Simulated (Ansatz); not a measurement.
Geometry optimisation, Ansatz, DFT PBE-D3(BJ), scalar-relativistic, plane waves, PAW.

The input (input.yaml):

```yaml
crystal:
  lattice:
    - [-2.29, -3.966396, 0.0]
    - [3.435, -1.983198, 0.0]
    - [0.0, 0.0, 7.17686]
  atoms:
    - { symbol: Be, position: [0.75, 0.5, 0.0] }
    - { symbol: Be, position: [0.5, 0.3333333, 0.25] }
    - { symbol: Be, position: [0.75, 0.5, 0.5] }
    - { symbol: Be, position: [0.5, 0.3333333, 0.75] }
    - { symbol: Be, position: [0.5, 0.0, 0.0] }
    - { symbol: Be, position: [0.25, 0.8333333, 0.25] }
    - { symbol: Be, position: [0.5, 0.0, 0.5] }
    - { symbol: Be, position: [0.25, 0.8333333, 0.75] }
    - { symbol: Be, position: [0.25, 0.5, 0.0] }
    - { symbol: Be, position: [0.0, 0.3333333, 0.25] }
    - { symbol: Be, position: [0.25, 0.5, 0.5] }
    - { symbol: Be, position: [0.0, 0.3333333, 0.75] }
    - { symbol: Be, position: [0.0, 0.0, 0.0] }
    - { symbol: Be, position: [0.75, 0.8333333, 0.25] }
    - { symbol: Be, position: [0.0, 0.0, 0.5] }
    - { symbol: Be, position: [0.75, 0.8333333, 0.75] }
    - { symbol: C, position: [0.007071, 0.6625656, 0.1263104] }
basis:
  ecutwfc: 420.0
kpoints:
  mp_grid: { grid: [5, 5, 3] }
hamiltonian:
  xc: pbe
  dispersion: d3bj
scf:
  occupations: { method: gaussian, width: 0.15 }
  lower_state_search: "off"
relax:
  f_tol: 0.03
  max_steps: 60
  adjacent_minimum: "off"
```

Command:

```bash
$ ansatz run input.yaml --threads 1 --pin off --max-ram 3072MiB --backend cpu --events-out ev --progress --plain --runs-dir out
```

Task: Where does it end, and by what steps?

Result: The forces met the threshold. The force dipped under the threshold on the way, but the program's further checks kept it going. Limits of this set-up: coarse k mesh. After 5 steps the energy has fallen by 0.815 eV; Be2 moved furthest, 0.14 Å.

| step | energy less start (eV) | largest force component (eV/Å) | accepted |
| --- | --- | --- | --- |
| 0 | 0.0000 | 2.016 | yes |
| 1 | -0.5784 | 1.073 | yes |
| 2 | -0.8050 | 0.167 | yes |
| 3 | -0.8105 | 0.146 | yes |
| 4 | -0.8146 | 0.015 | yes |
| 5 | -0.8146 | 0.015 | yes |

```xyz
17
Lattice="-2.2900 -3.9664 0.0000 3.4350 -1.9832 0.0000 0.0000 0.0000 7.1769" Properties=species:S:1:pos:R:3
Be 0.081 -3.906 -0.053
Be -0.115 -2.580 1.853
Be -0.012 -3.933 3.638
Be 0.010 -2.652 5.340
Be -1.033 -2.050 -0.060
Be 2.207 -2.706 1.847
Be -1.158 -1.978 3.631
Be 2.300 -2.680 5.334
Be 1.131 -2.087 -0.053
Be 1.154 -0.668 1.927
Be 1.108 -1.992 3.638
Be 1.143 -0.662 5.339
Be -0.015 0.006 -0.128
Be 1.155 -4.528 1.847
Be -0.002 -0.001 3.634
Be 1.179 -4.622 5.334
C 2.285 -1.321 0.898
```

Run time: 47 s on 1 thread of Arm Neoverse V2, with other jobs on the host, peak memory 0.41 GiB.
